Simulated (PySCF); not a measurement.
## Calculated properties of `ClC1=C[C@@H]2CC[C@H]1C2`

Species: C7H9Cl.
Geometry (GFN2-xTB, Å), atoms numbered from 1 in this order:
```xyz
17
C7H9Cl angstrom
Cl     2.4538   -2.0237    0.4241
C      1.2890   -0.8765   -0.0785
C      1.4792    0.3740   -0.4846
C      0.1067    0.9611   -0.7058
C     -0.5051    1.1455    0.7032
C     -0.7088   -0.3045    1.1811
C     -0.1958   -1.1394   -0.0161
C     -0.6607   -0.2745   -1.1917
H      2.4013    0.9151   -0.5739
H      0.0721    1.8490   -1.3316
H      0.1616    1.7092    1.3536
H     -1.4518    1.6808    0.6367
H     -0.1506   -0.5268    2.0889
H     -1.7608   -0.5200    1.3630
H     -0.4907   -2.1847   -0.0027
H     -1.7392   -0.1311   -1.2223
H     -0.3073   -0.6414   -2.1535
```

Some functional groups and rings: C=C double bond and C–Cl bond.

**GFN2-xTB geometry**

* Point group of the GFN2-xTB geometry: C1
* Rotational constants A, B, C of the GFN2-xTB geometry: 3.640, 1.307, 1.236 GHz

From PBE0/def2-SVPD ground state and vertical TDDFT (core frozen in the response) (PySCF):

* Dipole moment: 1.98 D
* HOMO energy: -6.79 eV
* LUMO energy: 0.08 eV
* HOMO–LUMO gap: 6.87 eV
* Lowest singlet excitation: 6.18 eV (201 nm, f = 0.148)
* Strongest line among the 6 lowest singlet transitions: S1 at 6.18 eV (201 nm, f = 0.148)
* Lowest triplet excitation (Tamm–Dancoff): 3.94 eV
* Static isotropic polarisability: 87.8 au
* Electronic spatial extent ⟨r²⟩ about the centre of nuclear charge: 1055 bohr²

PBE0/pcSseg-1 ground state and GIAO shieldings, non-relativistic (PySCF):

* Lowest Hirshfeld atomic charge: -0.07 e on C5/C6/C8
* Highest Hirshfeld atomic charge: +0.05 e on H9
* 13C chemical shifts (computed TMS as zero) by class: 152.6 (C2), 138.2 (C3), 53.0 (C7), 52.2 (C8), 46.1 (C4), 28.9 (C5), 27.1 (C6) ppm
* 1H chemical shifts (computed TMS as zero) by class: 6.06 (H9), 2.78 (H10), 2.58 (H15), 1.83 (H12), 1.74 (H14), 1.61 (H17), 1.31 (H13), 1.22 (H11), 1.06 (H16) ppm
* Isotropic shieldings of nuclei other than C and H, by class: 762 (Cl1) ppm
* Mayer bond orders between heavy atoms: Cl1–C2 1.05, C2–C3 1.74, C3–C4 0.97, C4–C5 0.98, C5–C6 1.02, C6–C7 0.99, C7–C8 0.96, C7–C2 0.94, C8–C4 0.96

Monoisotopic mass (most abundant isotopes): 128.0393 u.

The polarisability is 13.00 Å³ as a volume (1 au = 0.148185 Å³), or 1.29 au for each of the 68 electrons. With B = h/(8π²I), that is 505.379 GHz u Å² over I, the principal moments of inertia are 138.8, 386.7 and 408.9 u Å² (most abundant isotopes); the inertial defect Ic − Ia − Ib is -116.6 u Å² (zero for a rigid planar frame, negative otherwise). The rotational constants make it an asymmetric top with κ = (2B − A − C)/(A − C) = -0.94, nearer the prolate limit (−1). S1 lies 0.69 eV below the HOMO–LUMO gap; its leading configuration is HOMO→LUMO, weight 0.89. A dipole of 1.98 D is allowed in C1, and pure rotational transitions are dipole-allowed. The dipole matches unit charges of opposite sign 0.41 Å apart (1 e·Å = 4.8032 D). The vertical singlet–triplet gap S1 − T1 is 2.24 eV (TDDFT singlet less Tamm–Dancoff triplet; S1: HOMO→LUMO, weight 0.89; T1: HOMO→LUMO, weight 0.93). No computed singlet falls in the visible range (750 to 380 nm, 1.65 to 3.26 eV); S1 lies 2.92 eV above its blue end.

Geometry: GFN2-xTB; no solvent, vibrations or thermal averaging.

For the NMR shielding job (PBE0/pcSseg-1), time: 32 s wall; peak memory 0.85 GiB. Hardware: an Arm Neoverse V2 with one thread, shared host.
